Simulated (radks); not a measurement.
Results of a calculation; reference values are marked as such.
Task: All-electron atom: the niobium ion Nb2.5+ in [Kr] 4d(up 2.25, down 0.25) (fractional occupations, a model configuration). Level of theory: scalar-relativistic Kohn-Sham, BLYP, spin-polarised, spherical densities, finite nucleus; Fermi nuclear charge, rms radius 4.324 fm (a radial shooting solver on a logarithmic mesh with Libxc functionals). Some entries of the table are withheld. Estimate them.

orbital,occ.,eigenvalue (hartree),r(max) (bohr)
1s down,1,-692.2055,0.02349
1s up,1,-692.2052,0.02349
2s up,1,-97.59269,0.1332
2s down,1,-97.58478,0.1332
2p up,3,-87.24930,0.1064
2p down,3,-87.24343,0.1064
3s up,1,-17.01100,0.3955
3s down,1,-17.00663,0.3956
3p up,3,-13.63141,0.3892
3p down,3,-13.62655,0.3893
3d up,5,-8.10458,0.3342
3d down,5,-8.09712,0.3343
4s up,1,-3.03492,(1)
4s down,1,-2.98936,(2)
4p up,3,-2.14856,(3)
4p down,3,-2.09819,(4)
4d up,2.25,-0.92515,1.425
4d down,0.25,-0.87391,1.422

Result: 
(1) 4s up r(max) (bohr): 1.030
(2) 4s down r(max) (bohr): 1.027
(3) 4p up r(max) (bohr): 1.119
(4) 4p down r(max) (bohr): 1.115
